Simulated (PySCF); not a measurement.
**From a computed spectrum to the compound**

A species of 5 atoms with charge 0 has these harmonic modes (PBE0, small Gaussian bases with core potentials, PySCF 2.14.0):

| cm⁻¹ | km/mol | symmetry |
| --- | --- | --- |
| 466 | 180.4 | e |
| 466 | 180.4 | e |
| 592 | 143.8 | b2 |
| 654 | 0.0 | a1 |
| 804 | 0.0 | b1 |
| 1869 | 314.9 | b2 |
| 1876 | 455.3 | e |
| 1876 | 455.3 | e |
| 1927 | 0.0 | a1 |

(1) Which species is it, and in which structure?

## Answers

(1) TaH4 (doublet):
```xyz
5

Ta    0.0000    0.0000    0.0000
H     1.4807    0.0000    0.9677
H     0.0000    1.4807   -0.9677
H    -1.4807    0.0000    0.9677
H     0.0000   -1.4807   -0.9677
```
Ideal gas at 298.15 K and 1 bar: S = 253.9 J/(mol K), Cp = 55.6 J/(mol K), H − H(0 K) = 12.2 kJ/mol (rigid rotor, harmonic modes, spin degeneracy alone). Open shells may have lower solutions than the one found.
 This is one of several that fit.
